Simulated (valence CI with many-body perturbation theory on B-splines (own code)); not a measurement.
E1 line list for Dy XVIII

Computed by relativistic CI+MBPT: three valence electrons over a frozen Dirac-Fock core [Kr] 4d10, radial functions for each j: 7 s, 7 p, 7 d, 7 f, 4 g, 2 h, with the one-electron correlation potential Σ1, the two-electron term Σ2, the three-electron term Σ3, Breit, model QED; selected CI, second order for the rest, scaled by the run's own slope (own B-spline code, finite nucleus).

No measured spectrum was set against this ion. As an estimate, terms of the open shell hold to a few per cent of their energy, and close levels can change places.

Lines 1 to 50 of 553 in falling wavelength, among levels below 122.31 eV, chosen from the strongest by gf and those to the six lowest levels. Wavelengths and rates use the calculated energies, so an error of 2000 cm⁻¹ moves a line at 439.4 Å by 0.88 % and its rate by three times that or more. Electric multipoles are in the length gauge, E1 and E2 with the static RPA response of the core. Weak lines are less certain than strong ones. Lines between different terms over intervals too small for the method are left out, as are lines whose strength nearly cancels. Where a level lies close to another of its J and parity, the split of strength between their lines is uncertain.

Names give the largest LS component (configuration and term), which can be under half, so a name can repeat, a term be missing and a line seem to break the LS rules; names also repeat where a configuration has a term twice. Letters in brackets count levels of one name in rising energy.

```tsv
λ vac (Å)	Upper	Lower	A (s⁻¹)	log gf	Branch %
439.4	4f5s5p ⁴F_9/2	4f5s² ²F°_7/2	1.26e+09	-0.44	92.2
425.8	4f²5p ⁴G°_7/2 [a]	4f²5s ²F_5/2	1.60e+09	-0.46	20.8
424.9	4f²5p ²D°_5/2 [a]	4f²5s ²P_3/2	3.26e+09	-0.28	40.5
424.5	4f5s5p ²G_7/2 [a]	4f5s² ²F°_7/2	2.00e+09	-0.36	89.3
423.7	4f²5p ⁴G°_11/2 [a]	4f²5s ²H_11/2	2.41e+09	-0.11	30.4
420.1	4f²5p ⁴H°_13/2	4f²5s ²H_11/2	3.10e+09	0.06	38.9
419.8	4f²5p ⁴I°_9/2	4f²5s ⁴H_9/2	2.55e+09	-0.17	34.1
419.5	4f²5p ⁴I°_11/2	4f²5s ²H_9/2	2.40e+09	-0.12	30.9
418.6	4f²5p ⁴H°_9/2 [a]	4f²5s ²H_9/2	2.10e+09	-0.26	26.9
417.4	4f²5p ²G°_9/2 [a]	4f²5s ²G_7/2	2.41e+09	-0.20	30.5
415.4	4f²5p ⁴G°_5/2 [a]	4f²5s ⁴F_5/2	2.61e+09	-0.39	33.8
415.2	4f²5p ⁴G°_7/2 [a]	4f²5s ⁴F_9/2	1.99e+09	-0.39	25.9
414.8	4f²5p ²F°_5/2 [a]	4f²5s ²D_3/2	4.02e+09	-0.21	50.4
414.3	4f²5p ²P°_3/2 [a]	4f²5s ²D_5/2	6.15e+09	-0.20	79.5
414.3	4f²5p ²I°_11/2 [a]	4f²5s ²I_11/2	3.76e+09	0.06	47.6
414.2	4f²5p ²H°_9/2 [a]	4f²5s ²F_7/2	3.72e+09	-0.02	46.3
414.1	4f²5p ²I°_11/2 [a]	4f²5s ²I_13/2	3.98e+09	0.09	50.4
413.5	4f²5p ⁴I°_9/2	4f²5s ⁴H_7/2	4.20e+09	0.03	56.3
413.4	4f²5p ²K°_13/2	4f²5s ²I_11/2	3.45e+09	0.09	44.1
413.1	4f²5p ²K°_13/2	4f²5s ²I_13/2	4.28e+09	0.19	54.6
413.1	4f²5p ²F°_5/2 [a]	4f²5s ²D_5/2	3.05e+09	-0.33	38.2
411.7	4f²5p ²F°_7/2 [a]	4f²5s ²G_7/2	1.77e+09	-0.44	21.7
411.6	4f²5p ⁴G°_7/2 [a]	4f²5s ⁴F_7/2	2.64e+09	-0.27	34.4
411.0	4f²5p ⁴G°_5/2 [a]	4f²5s ⁴F_3/2	4.47e+09	-0.17	57.8
410.6	4f²5p ²F°_7/2 [b]	4f²5s ²G_9/2	5.67e+09	0.06	71.8
410.1	4f²5p ²D°_3/2 [a]	4f²5s ⁴F_5/2	4.63e+09	-0.33	60.2
409.7	4f²5p ⁴I°_11/2	4f²5s ⁴H_11/2	3.50e+09	0.02	45.1
409.6	4f²5p ²D°_5/2 [a]	4f²5s ⁴P_5/2	3.10e+09	-0.33	38.6
409.5	4f²5p ⁴S°_3/2	4f²5s ⁴P_5/2	6.81e+09	-0.16	85.0
409.3	4f²5p ²G°_9/2 [a]	4f²5s ⁴F_9/2	3.08e+09	-0.11	39.0
409.1	4f²5p ⁴D°_3/2 [a]	4f²5s ⁴P_3/2	4.18e+09	-0.38	50.9
408.8	4f²5p ⁴H°_9/2 [a]	4f²5s ⁴H_11/2	4.26e+09	0.03	54.6
408.3	4f²5p ⁴H°_7/2 [a]	4f²5s ⁴H_9/2	4.16e+09	-0.08	52.0
408.0	4f²5p ⁴F°_5/2 [a]	4f²5s ⁴F_7/2	4.45e+09	-0.18	57.7
406.1	4f²5p ⁴G°_11/2 [a]	4f²5s ⁴H_13/2	5.13e+09	0.18	65.0
405.0	4f²5p ²H°_9/2 [a]	4f²5s ²G_9/2	3.14e+09	-0.11	39.1
403.8	4f²5p ²F°_7/2 [a]	4f²5s ⁴F_9/2	3.20e+09	-0.20	39.4
402.8	4f²5p ⁴H°_13/2	4f²5s ⁴H_13/2	4.19e+09	0.15	52.6
402.4	4f²5p ⁴H°_7/2 [a]	4f²5s ⁴H_7/2	3.02e+09	-0.23	37.8
398.1	4f²5p ⁴I°_11/2	4f²5s ⁴H_9/2	1.31e+09	-0.43	16.9
386.7	4f5p² ²F°_7/2	4f5s5p ²G_7/2 [a]	6.89e+09	0.09	35.4
383.7	4f5p² ⁴G°_5/2	4f5s5p ⁴F_5/2 [a]	5.71e+09	-0.12	29.8
380.9	4f5p² ⁴G°_5/2	4f5s5p ²F_7/2 [a]	3.69e+09	-0.32	19.3
379.8	4f5p² ²F°_7/2	4f5s5p ²F_5/2 [a]	2.85e+09	-0.31	14.6
377.3	4f5p² ⁴G°_5/2	4f5s5p ⁴F_3/2	3.66e+09	-0.33	19.1
375.1	4f5p² ²F°_7/2	4f5s5p ⁴F_9/2	7.71e+09	0.11	39.6
374.3	4f5p² ⁴G°_5/2	4f5s5p ⁴G_7/2	4.11e+09	-0.29	21.4
313.2	4f²5p ²H°_11/2 [a]	4f²5s ²H_11/2	6.44e+09	0.06	32.5
308.2	4f²5p ⁴G°_9/2	4f²5s ⁴F_7/2	3.17e+09	-0.35	15.8
306.8	4f²5p ²I°_13/2 [b]	4f²5s ²I_11/2	9.84e+09	0.29	49.5
```

Q: How does gf follow from A for the line at 420.1 Å?

A: gf = 1.4992 × (2J+1)_upper × A / σ², with σ = 238031 cm⁻¹ and 2J+1 = 14: gf = 1.15.
